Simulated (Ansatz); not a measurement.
`CBBO` + `B[NH][GeH3]` → `B[N](C)[GeH3]` + `BBO` at 400 K and 1 bar (substitution at a C–B bond).

Program: Ansatz. Geometries: PBE0-D4/def2-TZVP. ΔE: electronic, gas phase. CCSD(T)/CBS adds triple-zeta CCSD(T) − MP2 to the extrapolated MP2 energy (def2 sets, frozen cores). For Ge outer-core shells are correlated without core-valence functions, which leaves a few kJ/mol of doubt a bond. Scalar relativity is left out up to krypton. One conformer a species, not always the lowest.

```csv
species,CCSD(T)/CBS energy (Eh),H − E (kJ/mol),S (J/(mol·K))
`CBBO`,-166.44324,227.6,343.6
`B[NH][GeH3]`,-2159.24687,187.7,333.1
`B[N](C)[GeH3]`,-2198.49616,267.2,368.1
`BBO`,-127.16606,145.0,290.9
```

H − E and S are ideal-gas, rigid-rotor, harmonic terms from PBE0-D4/def2-TZVP, for one conformer and one mirror image of each species. 1 Eh = 2625.50 kJ/mol, R = 8.31446 J/(mol·K).

Q: By hand: ΔE, ΔH, ΔS and ΔG.

A: ΔE = (-2198.49616) + (-127.16606) − (-166.44324) − (-2159.24687) = 0.02789 Eh = 73.2 kJ/mol. Δ(H − E) = 267.2 + 145.0 − 227.6 − 187.7 = -3.1, so ΔH = 70.1 kJ/mol. ΔS = 368.1 + 290.9 − 343.6 − 333.1 = -17.7 J/(mol·K). ΔG = 70.1 − 400 × (-17.7)/1000 = 77.2 kJ/mol.

Q: By hand: the equilibrium constant, and the temperature at which ΔG would vanish if ΔH and ΔS stayed fixed.

A: log₁₀ K = −ΔG/(RT ln 10) = -10.1. ΔH and −TΔS have one sign here, so there is no such temperature.

ΔH outweighs TΔS. A doubt of 5 kJ/mol in ΔE shifts log₁₀ K by 0.7 here. Other conformers and mirror images would add mixing entropy, several J/(mol·K) or more a flexible species. These are equilibria of isolated gas molecules and say nothing of rates. Largest T1 diagnostic: 0.013 (customary marks: 0.02 for closed shells, 0.045 for open ones).
